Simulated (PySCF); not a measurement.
Coordinates in bohr (charge -1 multiplicity 1):
```
Hg    0.0000    0.0000    0.0776
F     0.0000    0.0000    4.1237
F     3.5684    0.0000   -1.7415
F    -3.5684    0.0000   -1.7415
```

All numbers come from B3LYP in PySCF with Hg def2-SVPD with ECP60, F def2-SVPD; scalar-relativistic core potentials, no spin–orbit coupling; density-fitted integrals.

This geometry of [HgF3]- is a stationary point at this level.

(1) What is the point group?

(2) Is it a minimum?

(3) List the harmonic modes with their infrared intensities.

(4) Give the atomic charges and bond orders.

(5) Give the ideal-gas entropy at 298.15 K and 1 bar by parts.

Results:

(1) C2v.

(2) Yes: all harmonic wavenumbers are real, though the softest, 50 cm⁻¹, leaves little margin.

(3) 
| symmetry | ω (cm⁻¹) | IR (km/mol) | type |
| --- | --- | --- | --- |
| a1 | 50 | 46.9 | bend |
| b2 | 66 | 38.0 | bend |
| b1 | 129 | 44.3 | bend |
| a1 | 388 | 126 | stretch |
| b2 | 411 | 139 | stretch |
| a1 | 436 | 0.2 | stretch |

(4) 
```json
{"atom": "Hg1", "Mulliken": "1.21", "Löwdin": "1.15", "polar tensor": "1.49", "Mayer order to Hg1": "–"}
{"atom": "F2", "Mulliken": "-0.74", "Löwdin": "-0.72", "polar tensor": "-0.84", "Mayer order to Hg1": "0.39"}
{"atom": "F3,4", "Mulliken": "-0.73", "Löwdin": "-0.71", "polar tensor": "-0.83", "Mayer order to Hg1": "0.41"}
```

(5) translation 178.2, rotation 106.2, vibration 62.0, spin 0.0; total 346.3 J/(mol K).

Only a few start shapes were tried, so a lower isomer may exist. The lowest empty level of this anion is unbound, so it and the gap depend on the basis. No spin–orbit coupling is included, which matters more the heavier the element.
